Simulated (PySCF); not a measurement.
A side-by-side comparison of computed properties.

First species: isobutyl formate, C5H10O2.
SMILES: `CC(C)COC=O`

Second species: isopropyl acetate, C5H10O2.
Atom-mapped SMILES: `[CH3:1][C:2](=[O:3])[O:4][CH:5]([CH3:6])[CH3:7]` (hydrogens: H8, H9, H10 on C1; H11 on C5; H12, H13, H14 on C6; H15, H16, H17 on C7)

Levels: wB97X-D/def2-SVPD for dipole moment, HOMO energy, LUMO energy, HOMO–LUMO gap, static isotropic polarisability and electronic spatial extent ⟨r²⟩ about the centre of nuclear charge; TDDFT wB97X-D/def2-SVPD for lowest singlet excitation; TDA wB97X-D/def2-SVPD for lowest triplet excitation (Tamm–Dancoff); ΔSCF wB97X-D/def2-SVPD for vertical ionisation energy; PBE0-D3(BJ)/def2-SVP for rotational constant A and rotational constant C. Geometries: PBE0-D3(BJ)/def2-SVP. Each structure is a single optimised conformer of the isolated species, non-relativistic unless stated; the electronic structure was computed with PySCF and density fitting.

The conformers computed, where there is a choice (atom-mapped SMILES and torsion angles):
- `[CH3:1][CH:2]([CH3:3])[CH2:4][O:5][CH:6]=[O:7]`: C1–C2–C4–O5 -58°, C2–C4–O5–C6 -85°, C4–O5–C6–O7 0°
- `[CH3:1][C:2](=[O:3])[O:4][CH:5]([CH3:6])[CH3:7]`: C1–C2–O4–C5 180°, C2–O4–C5–C6 154°

Values for the first species:

* Dipole moment: 1.94 D
* HOMO energy: -10.30 eV
* LUMO energy: 1.86 eV
* HOMO–LUMO gap: 12.16 eV
* Lowest singlet excitation: 5.95 eV
* Lowest triplet excitation (Tamm–Dancoff): 5.44 eV
* Static isotropic polarisability: 68.6 au
* Vertical ionisation energy: 10.72 eV
* Electronic spatial extent ⟨r²⟩ about the centre of nuclear charge: 911 bohr²
* Rotational constant A: 4.675 GHz
* Rotational constant C: 1.424 GHz

(1) Estimate the same properties for the second species, and the change in each.

Results:

(1) 
| property | first | second | second less first |
| --- | --- | --- | --- |
| dipole moment | 1.94 D | 2.02 D | +0.08 D |
| HOMO energy | -10.30 eV | -9.89 eV | +0.41 eV |
| LUMO energy | 1.86 eV | 2.16 eV | +0.30 eV |
| HOMO–LUMO gap | 12.16 eV | 12.05 eV | -0.11 eV |
| lowest singlet excitation | 5.95 eV | 5.98 eV | +0.03 eV |
| lowest triplet excitation (Tamm–Dancoff) | 5.44 eV | 5.49 eV | +0.05 eV |
| static isotropic polarisability | 68.6 au | 68.9 au | +0.3 au |
| vertical ionisation energy | 10.72 eV | 10.26 eV | -0.46 eV |
| electronic spatial extent ⟨r²⟩ about the centre of nuclear charge | 911 bohr² | 899 bohr² | -12 bohr² |
| rotational constant A | 4.675 GHz | 4.767 GHz | +0.092 GHz |
| rotational constant C | 1.424 GHz | 1.477 GHz | +0.053 GHz |

On the first: The polarisability is 10.17 Å³ as a volume (1 au = 0.148185 Å³), or 1.23 au for each of the 56 electrons. The vertical singlet–triplet gap S1 − T1 is 0.51 eV (TDDFT singlet less Tamm–Dancoff triplet; S1: HOMO→LUMO, weight 0.90; T1: HOMO→LUMO, weight 0.91).

On the second: The dipole matches unit charges of opposite sign 0.42 Å apart (1 e·Å = 4.8032 D). The principal polarisabilities are 59.9, 67.6 and 79.2 au; their mean is the isotropic value.
